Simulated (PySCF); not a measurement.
Input file for PySCF: D3(BJ) and D4 dispersion corrections on C2H7ClO (a complex), monomers drawn apart or pushed together.

```python
from pyscf import gto
from pyscf.dispersion import dftd3, dftd4

mol = gto.M(
    atom='''
    Cl   -0.17401669   -0.02806795    0.46864118
    H    -0.20298857    0.22866111    1.76144123
    C    -1.10441719   -0.54532714    3.86232169
    O    -0.18814655    0.38380339    3.30105488
    C     1.14188045    0.20345830    3.76617834
    H    -1.15288742   -0.42662778    4.94918053
    H    -0.81539652   -1.57460345    3.62432404
    H    -2.08018803   -0.33480340    3.42997337
    H     1.19290061    0.35473894    4.84886872
    H     1.76013713    0.94579032    3.26610152
    H     1.50998993   -0.79932089    3.52427514
    ''',
    basis='def2-svp',
    charge=0, spin=0, verbose=0, max_memory=1800)
d3, d4 = {}, {}
for xc in ['hf', 'pbe', 'blyp', 'revpbe', 'tpss', 'r2scan', 'b3lyp', 'pbe0', 'bhlyp', 'camb3lyp', 'b2plyp']:
    d3[xc] = float(dftd3.DFTD3Dispersion(mol, xc=xc, version='d3bj', atm=False).get_dispersion()['energy'])
    print(f'D3(BJ) {xc:10s} {d3[xc]:14.8f} Eh')
for xc in ['hf', 'pbe', 'blyp', 'revpbe', 'tpss', 'r2scan', 'b3lyp', 'pbe0', 'bhlyp', 'camb3lyp', 'b2plyp']:
    d4[xc] = float(dftd4.DFTD4Dispersion(mol, xc={'camb3lyp': 'cam-b3lyp'}.get(xc, xc), atm=True).get_dispersion()['energy'])
    print(f'D4     {xc:10s} {d4[xc]:14.8f} Eh')
```

The log:

```
D3(BJ) hf            -0.04912753 Eh
D3(BJ) pbe           -0.00685827 Eh
D3(BJ) blyp          -0.01391467 Eh
D3(BJ) revpbe        -0.01753740 Eh
D3(BJ) tpss          -0.00851991 Eh
D3(BJ) r2scan        -0.00199433 Eh
D3(BJ) b3lyp         -0.01129076 Eh
D3(BJ) pbe0          -0.00584755 Eh
D3(BJ) bhlyp         -0.00843448 Eh
D3(BJ) camb3lyp      -0.00511481 Eh
D3(BJ) b2plyp        -0.00506560 Eh
D4     hf            -0.02237853 Eh
D4     pbe           -0.00614233 Eh
D4     blyp          -0.01357092 Eh
D4     revpbe        -0.02098006 Eh
D4     tpss          -0.00831741 Eh
D4     r2scan        -0.00163980 Eh
D4     b3lyp         -0.00969979 Eh
D4     pbe0          -0.00519911 Eh
D4     bhlyp         -0.00665846 Eh
D4     camb3lyp      -0.00519845 Eh
D4     b2plyp        -0.00434054 Eh
```

The run finished.

Cost: very roughly 0.06 core-seconds.
